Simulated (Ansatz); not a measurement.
Mulliken charges of C3H5Br, SMILES `C=CCBr` from r2SCAN/def2-TZVPP in Ansatz (PBE0-D4/def2-TZVP geometry).

| atom | x (Å) | y (Å) | z (Å) | charge (e) |
| --- | --- | --- | --- | --- |
| C1 | -0.612 | 1.271 | -0.123 | -0.158 |
| C2 | 0.387 | 0.410 | -0.210 | -0.161 |
| C3 | 0.382 | -1.035 | 0.144 | 0.035 |
| Br4 | -1.309 | -1.715 | 0.807 | -0.145 |
| H5 | -1.589 | 0.973 | 0.240 | 0.087 |
| H6 | -0.477 | 2.306 | -0.414 | 0.084 |
| H7 | 1.354 | 0.748 | -0.580 | 0.079 |
| H8 | 0.626 | -1.650 | -0.722 | 0.090 |
| H9 | 1.111 | -1.249 | 0.926 | 0.090 |

Q: By hand: the dipole of these point charges (1 e Å = 4.8032 D).

A: Σ q r = (0.323, 0.022, -0.100) e Å, of length 0.339 e Å = 1.63 D.

Q: How does the dipole of the full density compare? (Best estimate.)

A: Ansatz gave: (0.354, 0.136, -0.138) e Å, 1.94 D; the point charges give 0.84 times that, at 16° from its direction.

Point charges leave out the atoms' own dipoles, such as those of lone pairs, and Mulliken's split depends on the basis, so the two needn't agree.
